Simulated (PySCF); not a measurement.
N$_{2}$, charge +1, doublet, at a GFN2-xTB geometry (a state made from the parent by changing its charge; the spin is typed, not shown lowest); B3LYP/6-31G (PySCF).

Input for PySCF:
```python
from pyscf import gto, scf, dft

mol = gto.M(
    atom='''
N    -0.00000000   -0.00000000   -0.53416778
N     0.00000000    0.00000000    0.53416778
''',
    basis='6-31g',
    charge=1,
    spin=1,
    verbose=4,
)

mf = dft.UKS(mol)
mf.xc = 'b3lyp'
mf.kernel()
mf.analyze()
```

It wrote (shortened):

```
PySCF version 2.14.0

[INPUT] verbose = 4
[INPUT] num. atoms = 2
[INPUT] num. electrons = 13
[INPUT] charge = 1
[INPUT] spin (= nelec alpha-beta = 2S) = 1
[INPUT] symmetry False subgroup None
[INPUT] Mole.unit = angstrom
[INPUT] Symbol           X                Y                Z      unit          X                Y                Z       unit  Magmom
[INPUT]  1 N      0.000000000000   0.000000000000  -0.534167780000 AA    0.000000000000   0.000000000000  -1.009430808767 Bohr   0.0
[INPUT]  2 N      0.000000000000   0.000000000000   0.534167780000 AA    0.000000000000   0.000000000000   1.009430808767 Bohr   0.0

nuclear repulsion = 24.2711038609255
number of shells = 10
number of NR pGTOs = 44
number of NR cGTOs = 18
basis = 6-31g
ecp = {}

******** <class 'pyscf.dft.uks.UKS'> ********
method = UKS
initial guess = minao
damping factor = 0
level_shift factor = 0
DIIS = <class 'pyscf.scf.diis.CDIIS'>
diis_start_cycle = 1
diis_space = 8
diis_damp = 0
SCF conv_tol = 1e-09
SCF conv_tol_grad = None
SCF max_cycles = 50
direct_scf = True
direct_scf_tol = 1e-13
number electrons alpha = 7  beta = 6
XC library pyscf.dft.libxc version 7.1.2
    S. Lehtola, C. Steigemann, M. J. T. Oliveira, and M. A. L. Marques,  SoftwareX 7, 1–5 (2018)
XC functionals = b3lyp
    P. J. Stephens, F. J. Devlin, C. F. Chabalowski, and M. J. Frisch,  J. Phys. Chem. 98, 11623 (1994)
radial grids:
    Treutler-Ahlrichs [JCP 102, 346 (1995); DOI:10.1063/1.469408] (M4) radial grids

becke partition: Becke, JCP 88, 2547 (1988); DOI:10.1063/1.454033
pruning grids: <function nwchem_prune>
grids dens level: 3
symmetrized grids: False
atomic radii adjust function: <function treutler_atomic_radii_adjust>
small_rho_cutoff = 0
Set gradient conv threshold to 3.16228e-05
tot grids = 27808
init E= -109.741679248804

cycle= 1 E= -108.828267511394  delta_E= 0.913  |g|= 0.324  |ddm|= 1.34
cycle= 2 E= -108.874008486438  delta_E= -0.0457  |g|= 0.145  |ddm|= 0.608
cycle= 3 E= -108.885296561244  delta_E= -0.0113  |g|= 0.00355  |ddm|= 0.152
cycle= 4 E= -108.885307329564  delta_E= -1.08e-05  |g|= 0.000303  |ddm|= 0.0152
cycle= 5 E= -108.885307396702  delta_E= -6.71e-08  |g|= 1.7e-05  |ddm|= 0.00088
cycle= 6 E= -108.885307396912  delta_E= -2.1e-10  |g|= 2.09e-06  |ddm|= 5.23e-05
Extra cycle  E= -108.885307396916  delta_E= -3.92e-12  |g|= 4.03e-07  |ddm|= 4.37e-06
converged SCF energy = -108.885307396916  <S^2> = 0.75243995  2S+1 = 2.0024385
**** SCF Summaries ****
Total Energy =                        -108.885307396916417
Nuclear Repulsion Energy =              24.271103860925493
One-electron Energy =                 -189.026649314572694
Two-electron Energy =                   55.870238056730770
Two-electron Coulomb Energy =           69.156013830718308
DFT Exchange-Correlation Energy =      -13.285775773987542
**** MO energy ****
                             alpha | beta                alpha | beta
MO #1   energy= -14.955111907639   | -14.9425166282424  occ= 1 | 1
MO #2   energy= -14.9529357237986  | -14.940641183563   occ= 1 | 1
MO #3   energy= -1.65176459694244  | -1.62663058367155  occ= 1 | 1
MO #4   energy= -1.0073192056928   | -0.915851276923902 occ= 1 | 1
MO #5   energy= -0.920149867934015 | -0.902871710405512 occ= 1 | 1
MO #6   energy= -0.920149867934014 | -0.902871710405511 occ= 1 | 1
MO #7   energy= -0.909440493833917 | -0.732047332486186 occ= 1 | 0
MO #8   energy= -0.44747244100852  | -0.4244961813013   occ= 0 | 0
MO #9   energy= -0.447472441008518 | -0.424496181301299 occ= 0 | 0
MO #10  energy= 0.0874521889256705 | 0.103665946007895  occ= 0 | 0
MO #11  energy= 0.239760579023446  | 0.251856227797463  occ= 0 | 0
MO #12  energy= 0.244447853841941  | 0.251856227797465  occ= 0 | 0
MO #13  energy= 0.244447853841944  | 0.25878800922925   occ= 0 | 0
MO #14  energy= 0.340682280095732  | 0.375804399240313  occ= 0 | 0
MO #15  energy= 0.394531535797861  | 0.403424154458825  occ= 0 | 0

To work with the spin densities directly, `use mulliken_meta_spin()` only printing them here.

 ** Mulliken spin pop alpha/beta on meta-lowdin orthogonal AOs **
 ** Mulliken Spin Density (per AO)  **
spin_pop of  0 N 1s        0.00000
spin_pop of  0 N 2s        0.15619
spin_pop of  0 N 3s        0.00283
spin_pop of  0 N 2px      -0.00056
spin_pop of  0 N 2py      -0.00056
spin_pop of  0 N 2pz       0.33243
spin_pop of  0 N 3px       0.00056
spin_pop of  0 N 3py       0.00056
spin_pop of  0 N 3pz       0.00855
spin_pop of  1 N 1s        0.00000
spin_pop of  1 N 2s        0.15619
spin_pop of  1 N 3s        0.00283
spin_pop of  1 N 2px      -0.00056
spin_pop of  1 N 2py      -0.00056
spin_pop of  1 N 2pz       0.33243
spin_pop of  1 N 3px       0.00056
spin_pop of  1 N 3py       0.00056
spin_pop of  1 N 3pz       0.00855
 ** Mulliken Spin Density (per atom)  **
spin density of  0 N =      0.50000
spin density of  1 N =      0.50000
 ** Mulliken pop alpha/beta on meta-lowdin orthogonal AOs **
 ** Mulliken pop       alpha | beta **
pop of  0 N 1s        0.99996 | 0.99995
pop of  0 N 2s        0.78941 | 0.63323
pop of  0 N 3s        0.01007 | 0.00724
pop of  0 N 2px       0.49504 | 0.49560
pop of  0 N 2py       0.49504 | 0.49560
pop of  0 N 2pz       0.68581 | 0.35337
pop of  0 N 3px       0.00496 | 0.00440
pop of  0 N 3py       0.00496 | 0.00440
pop of  0 N 3pz       0.01475 | 0.00621
pop of  1 N 1s        0.99996 | 0.99995
pop of  1 N 2s        0.78941 | 0.63323
pop of  1 N 3s        0.01007 | 0.00724
pop of  1 N 2px       0.49504 | 0.49560
pop of  1 N 2py       0.49504 | 0.49560
pop of  1 N 2pz       0.68581 | 0.35337
pop of  1 N 3px       0.00496 | 0.00440
pop of  1 N 3py       0.00496 | 0.00440
pop of  1 N 3pz       0.01475 | 0.00621
In total             7.00000 | 6.00000
 ** Mulliken atomic charges   ( Nelec_alpha | Nelec_beta ) **
charge of  0N =      0.50000  (     3.50000      3.00000 )
charge of  1N =      0.50000  (     3.50000      3.00000 )

WARN: System has nonzero charge 1; the dipole moment is origin-dependent.
Location of origin: [0. 0. 0.]

Dipole moment(X, Y, Z, Debye): -0.00000,  0.00000, -0.00000
```
